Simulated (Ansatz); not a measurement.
Born–Oppenheimer molecular dynamics of H2SZn (4 atoms, charge 0, multiplicity 1). It starts from a relaxed structure.

Level of theory: Ansatz, RKS PBE-D4/def2-SVP.

```json
{
  "ensemble": "NVE (velocity Verlet)",
  "time step": "3 fs",
  "steps asked": "120",
  "starting velocities drawn for": "300 K",
  "seed": "298262"
}
```

First frame:

```xyz
4
Properties=species:S:1:pos:R:3
S -0.085 -1.485 0.308
Zn -0.341 0.567 -0.413
H 1.028 -1.143 1.020
H -0.545 2.000 -0.936
```

(1) What does the run give?

(2) What happens to the structure?

(3) How do temperature and energy run in time?

## Answers

(1) All steps were run.

```json
{
 "steps done": "120",
 "time covered": "360 fs",
 "mean temperature over the second half": "153 K",
 "spread of the potential energy over the second half": "4.2 meV per atom",
 "mean potential energy of the second half above the start": "10.1 meV per atom"
}
```

The conserved energy stayed within 1.1 meV per atom of its start (net change 0.22 meV per atom), so the integration is sound. The temperature averaged 0.51 of the 300 K drawn at the start: a run that starts near a minimum puts about half its kinetic energy into the potential. A step of 3 fs is long for free X–H stretches (periods near 10 fs) and can bias their spread and the temperature. A run of 0.36 ps of so small a system gives no equilibrium averages.

(2) The same pairs are bonded in the first frame and the last. Pairs count as bonded within 1.25 times the sum of covalent radii (0.12 Å more for H–H). This is one draw of velocities; another would differ in detail.

(3) 
```tsv
time (fs)	T (K)	potential energy less start (eV)	conserved less start (meV/atom)
0.0	300	0.000	0.00
18.0	60	0.064	0.60
36.0	139	0.045	0.78
54.0	233	0.020	0.63
72.0	70	0.063	0.91
90.0	171	0.036	0.64
108.0	161	0.037	0.32
126.0	136	0.045	0.51
144.0	125	0.048	0.66
162.0	212	0.025	0.53
180.0	121	0.049	0.79
198.0	108	0.052	0.64
216.0	253	0.014	0.36
234.0	55	0.065	0.41
252.0	185	0.031	0.28
270.0	213	0.025	0.50
288.0	18	0.077	1.08
306.0	229	0.021	0.79
324.0	135	0.046	0.81
342.0	116	0.051	0.71
360.0	192	0.029	0.22
```

Run time: 110 s on 1 CPU thread of a shared host.
